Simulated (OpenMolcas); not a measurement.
V2+, Nb2+, Ta2+: d3 down the group

| Property | Result |
| --- | --- |
| Program | OpenMolcas |
| Method | SS-CASPT2, IPEA 0.25 Eh, imaginary shift 0.1 Eh |
| Basis | ANO-RCC-VQZP |
| Scalar Hamiltonian | DKH2, point nucleus |
| Spin-orbit coupling | RASSI with atomic mean-field integrals over the reference wave functions, term energies averaged over their components |

Active space for each ion: 3 electrons in 5 orbitals (d); closed shells correlated by CASPT2: V2+ 3s 3p; Nb2+ 4s 4p; Ta2+ 5s 5p.

Computed levels in cm-1 above 4F 3/2:

```json
{"Level": "4F 5/2", "V2+": "155", "Nb2+": "514", "Ta2+": "2670"}
{"Level": "4F 7/2", "V2+": "367", "Nb2+": "1172", "Ta2+": "5160"}
{"Level": "4F 9/2", "V2+": "633", "Nb2+": "1932", "Ta2+": "7160"}
{"Level": "2G 7/2", "V2+": "11620", "Nb2+": "9200", "Ta2+": "12220"}
{"Level": "2G 9/2", "V2+": "11850", "Nb2+": "9740", "Ta2+": "19040"}
{"Level": "4P 1/2", "V2+": "12160", "Nb2+": "9140", "Ta2+": "10570"}
{"Level": "4P 5/2", "V2+": "12410", "Nb2+": "9960", "Ta2+": "14610"}
{"Level": "2D 5/2(1)", "V2+": "16360", "Nb2+": "13530", "Ta2+": "18640"}
{"Level": "2P 1/2", "V2+": "16370", "Nb2+": "12260", "Ta2+": "15950"}
{"Level": "weight of 4F in the lowest level (%)", "V2+": "100", "Nb2+": "99", "Ta2+": "89"}
```

Mixed levels, with the weight of the term that names them: Ta2+ 2G 9/2 (51 %), Ta2+ 4P 1/2 (61 %), Ta2+ 2P 1/2 (61 %).

Measured, with the error of the calculation in %. Measured levels: V2+ from Sugar and Corliss, J. Phys. Chem. Ref. Data 7, 1191 (1978); Nb2+ from the list in Shadmi, J. Res. Natl. Bur. Stand. 70A, 435 (1966).

```json
{"Level": "4F 5/2", "V2+": "146 (+6.4)", "Nb2+": "516 (-0.4)"}
{"Level": "4F 7/2", "V2+": "342 (+7.5)", "Nb2+": "1177 (-0.4)"}
{"Level": "4F 9/2", "V2+": "584 (+8.4)", "Nb2+": "1939 (-0.4)"}
{"Level": "2G 7/2", "V2+": "11966 (-2.9)", "Nb2+": "9236 (-0.4)"}
{"Level": "2G 9/2", "V2+": "12187 (-2.7)", "Nb2+": "9804 (-0.7)"}
{"Level": "4P 1/2", "V2+": "11514 (+5.6)", "Nb2+": "8664 (+5.5)"}
{"Level": "4P 5/2", "V2+": "11770 (+5.4)", "Nb2+": "9594 (+3.9)"}
{"Level": "2D 5/2(1)", "V2+": "16375 (-0.1)", "Nb2+": "13094 (+3.3)"}
{"Level": "2P 1/2", "V2+": "15580 (+5.1)", "Nb2+": ""}
```

The fine-structure level 4F 9/2 changes by a factor of 11.3 from V2+ to Ta2+.

Without spin-orbit coupling 2G lies 11390, 8400, 7870 cm-1 above 4F in that order; the difference to the level 2G 7/2, of either sign, comes from spin-orbit coupling, which also lowers the zero.

CASPT2 does not keep the components of a term degenerate, so their means are used; among the terms shown or strongly mixed into the levels shown the widest spread is 2700 cm-1 (5d3 2H, Ta2+). The CASPT2 spread within a term exceeds the gap to the next term for 4d3 2P and 4d3 2H, 4d3 2H and 4d3 2D(1), so the order of their levels is uncertain (figures for Nb2+; the like holds for Ta2+). Levels of configurations with an s electron are missing; early in the row they begin among the upper levels of the d shell and mix with terms of their name (holds for Nb2+). Configurations with an s electron lie low in 5d ions of this charge, fall among these levels and mix in, so low-spin terms can stand far too high, up to twice their true height, and weights are not those of the real levels (holds for Ta2+). Computed and measured levels are paired by configuration, term and J; levels that our copy of the source lacks, or whose pairing is in doubt (as where it misses far off the trend of its configuration), stay unpaired and out of the deviations. Only configurations of the active space appear.

A number in round brackets counts repeated terms of one configuration in the order of the reference energies.
